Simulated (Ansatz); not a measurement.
`[NH2][Sn][Cl]` + H–F → `[F][Sn][Cl]` + NH₃ at 400 K and 1 bar (ligand exchange at the Sn–N bond).

Isolated molecules relaxed with PBE0-D4/def2-TZVP in Ansatz; ΔE leaves out vibrations. CCSD(T)/CBS adds triple-zeta CCSD(T) − MP2 to the extrapolated MP2 energy (def2 sets, frozen cores). This one scheme is used for every species. def2 core potentials past Kr. For Sn outer-core shells are correlated without core-valence functions, which leaves a few kJ/mol of doubt a bond. Each species was taken in one conformer, which may not be the lowest.

| species | CCSD(T)/CBS energy (Eh) | H − E (kJ/mol) | S (J/(mol·K)) |
| --- | --- | --- | --- |
| `[NH2][Sn][Cl]` | -729.78832 | 90.2 | 330.4 |
| H–F | -100.39570 | 36.5 | 182.2 |
| `[F][Sn][Cl]` | -773.69640 | 25.0 | 315.5 |
| NH₃ | -56.50880 | 104.2 | 203.1 |

H − E and S are ideal-gas, rigid-rotor, harmonic terms from PBE0-D4/def2-TZVP, for one conformer and one mirror image of each species. 1 Eh = 2625.50 kJ/mol, R = 8.31446 J/(mol·K).

By hand: ΔE, ΔH, ΔS and ΔG.

ΔE = (-773.69640) + (-56.50880) − (-729.78832) − (-100.39570) = -0.02118 Eh = -55.6 kJ/mol. Δ(H − E) = 25.0 + 104.2 − 90.2 − 36.5 = 2.5, so ΔH = -53.1 kJ/mol. ΔS = 315.5 + 203.1 − 330.4 − 182.2 = 6.0 J/(mol·K). ΔG = -53.1 − 400 × (6.0)/1000 = -55.5 kJ/mol.

By hand: the equilibrium constant, and the temperature at which ΔG would vanish if ΔH and ΔS stayed fixed.

log₁₀ K = −ΔG/(RT ln 10) = 7.2. ΔH and −TΔS have one sign here, so there is no such temperature.

The number of gas molecules stays the same, so ΔS is small and ΔH decides. A doubt of 5 kJ/mol in ΔE shifts log₁₀ K by 0.7 here. Other conformers and mirror images would add mixing entropy, several J/(mol·K) or more a flexible species. These are equilibria of isolated gas molecules and say nothing of rates. Largest T1 diagnostic: 0.016 (customary marks: 0.02 for closed shells, 0.045 for open ones).

ΔS is within the doubt of such terms, so its sign, and with it that verdict, could turn.
